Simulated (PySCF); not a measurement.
phosphorus nitride (NP), SMILES N#P. Coordinates come from a B3LYP-D3(BJ)/def2-TZVPD optimisation.

TDDFT-LC-ωPBE/def2-TZVPD in PySCF puts the lowest singlet excitations at 4.63, 5.11, 5.11, 5.20, 5.20, 8.01 eV.

### Question
What are the lowest excitation roots from ADC(3)/aug-cc-pVDZ (PySCF)? (Estimate from the structure and the level; the computed values follow.)

### Answer
4.92, 5.12, 5.12, 5.14, 5.14, 6.93 eV. S1 differs by 0.29 eV (second minus first; roots are paired by order, and the bases may differ).
